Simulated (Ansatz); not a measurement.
The same path of CH₅BCl₂FN (11 atoms, charge 0, multiplicity 1) was run twice with different band settings. Lost on the way: B1–F2, N5–H11. Made: F2–H11.

The calculation used RKS r2SCAN-D4/def2-SVP in Ansatz 0.2.0.

Relaxed end points:

```xyz
11
Properties=species:S:1:pos:R:3
B 0.094 -0.257 0.101
F 0.415 0.689 1.029
Cl 1.462 -0.620 -1.083
Cl -1.537 0.031 -0.714
N -0.135 -1.645 0.941
H -0.312 -2.384 0.254
C 0.975 -2.013 1.847
H 1.876 -2.154 1.238
H 1.139 -1.179 2.540
H 0.740 -2.932 2.401
H -1.013 -1.520 1.457
```

```xyz
11
Properties=species:S:1:pos:R:3
B 0.126 -0.780 -0.378
F -0.598 0.392 2.305
Cl 1.588 0.169 -0.614
Cl -1.256 -0.565 -1.455
N 0.022 -1.709 0.678
H -0.791 -2.323 0.659
C 1.085 -2.125 1.585
H 1.558 -3.064 1.253
H 1.854 -1.343 1.623
H 0.690 -2.269 2.602
H -0.573 -0.368 1.753
```

Common settings: climbing image yes; spring 5.0 eV/Å²; optimiser quadratic models (default); start path through a guess of the saddle point; force threshold 0.03 eV/Å; iteration limit 60; end points relaxed.

| run | movable images |
| --- | --- |
| 1 | 5 |
| 2 | 2 |

Problem. What does each run give, and how far can it be trusted?

Solution. Run 1: converged after 19 iterations, highest image 1.807 eV above the first end. Neighbouring images differ by up to 1.6 eV, so the band resolves the path poorly. A vibrational analysis at the climbing image gives one clearly imaginary mode, 620i cm⁻¹: a first-order saddle point.
Run 2: converged after 20 iterations, highest image 1.807 eV above the first end. Neighbouring images differ by up to 1.7 eV, so the band resolves the path poorly. Another band between the same ends (5 images) ends at a top of the same energy, where a vibrational analysis finds 1 clearly imaginary mode. So few images can step over the top or miss a turn of the path.
The orbitals stay closed-shell, which can raise the energy where a bond breaks towards radicals; this wasn't checked here.
